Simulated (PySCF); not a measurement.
**Cd²⁺ (cadmium, charge +2): UHF calculation**

Configuration: [Kr] 4d9 5p1, one real determinant (an excited configuration). All numbers are calculated (PySCF 2.14, a scalar-relativistic core potential, in def2-QZVPPD with the def2 core potential (28 electrons) (7s5p4d4f2g, 88 functions)).

| Item | Value |
| --- | --- |
| Total energy | -165.439661 hartree |
| One-electron energy | -279.2922 hartree |
| Hartree (Coulomb) energy | 127.7830 hartree |
| Exchange energy | -13.9305 hartree |
| ⟨S²⟩ | 2.0021 |
| ⟨L²⟩ | 8.032 |
| Sum of ⟨r⟩ | 21.52 bohr |
| Sum of ⟨r²⟩ | 33.52 bohr² |
| Traceless quadrupole moment −½Σ⟨3z² − r²⟩ along its main axis | -3.76 e·bohr² |

```json
{"shell": "4s α", "electrons": "1", "mean orbital energy (hartree)": "-5.79140", "spread (hartree)": "0", "rms radius, mean of both spins (bohr)": "0.942"}
{"shell": "4s β", "electrons": "1", "mean orbital energy (hartree)": "-5.69824", "spread (hartree)": "0", "rms radius, mean of both spins (bohr)": "0.942"}
{"shell": "4p α", "electrons": "3", "mean orbital energy (hartree)": "-4.15533", "spread (hartree)": "0.07197", "rms radius, mean of both spins (bohr)": "1.03"}
{"shell": "4p β", "electrons": "3", "mean orbital energy (hartree)": "-4.04389", "spread (hartree)": "0.07513", "rms radius, mean of both spins (bohr)": "1.03"}
{"shell": "4d α", "electrons": "5", "mean orbital energy (hartree)": "-1.66359", "spread (hartree)": "0.07605", "rms radius, mean of both spins (bohr)": "1.30"}
{"shell": "4d β", "electrons": "4", "mean orbital energy (hartree)": "-1.61530", "spread (hartree)": "0.03465", "rms radius, mean of both spins (bohr)": "1.30"}
{"shell": "5p α", "electrons": "1", "mean orbital energy (hartree)": "-0.72066", "spread (hartree)": "0", "rms radius, mean of both spins (bohr)": "3.19"}
```

⟨L²⟩ = 8.03 against 12 for a pure F term, so this real determinant mixes terms. Energies and moments cover only the electrons outside the core potential.
